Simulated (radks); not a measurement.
The numbers below are computed, except where a source is named.
Spherical jellium clusters: N electrons in a uniform positive sphere of charge N and radius rs N^(1/3), rs = 2.11 bohr. Level of theory: non-relativistic Kohn-Sham, LDA (Slater exchange, Perdew-Wang correlation), spin-polarised, spherical densities (a radial shooting solver with Libxc functionals). Levels are named by radial order and angular momentum (1s, 1p, 1d, 2s, ...), and open shells are averaged over m.

N = 14, configuration 1s2 1p6 1d(up 5, down 0) 2s(up 1, down 0). This is the lowest configuration that the search found. Occupied and some empty levels:

| level | occupation | eigenvalue (eV) | <r> (bohr) |
|---|---|---|---|
| 1s up | 1 | -11.584 | 3.208 |
| 1s down | 1 | -10.564 | 3.175 |
| 1p up | 3 | -8.1712 | 4.027 |
| 1p down | 3 | -7.0832 | 4.017 |
| 1d up | 5 | -4.3623 | 4.807 |
| 2s up | 1 | -3.7032 | 4.836 |
| 1d down | 0 | -3.2720 | 4.901 |
| 2s down | 0 | -2.7869 | 5.180 |
| 2p up | 0 | -0.99018 | 7.593 |
| 1f up | 0 | -0.62578 | 6.158 |
| 2p down | 0 | -0.54245 | 8.732 |

Energy (eV): total -3.82215, kinetic 73.804, external -1188.5, Hartree 565.10, exchange-correlation -83.487, background 629.26.
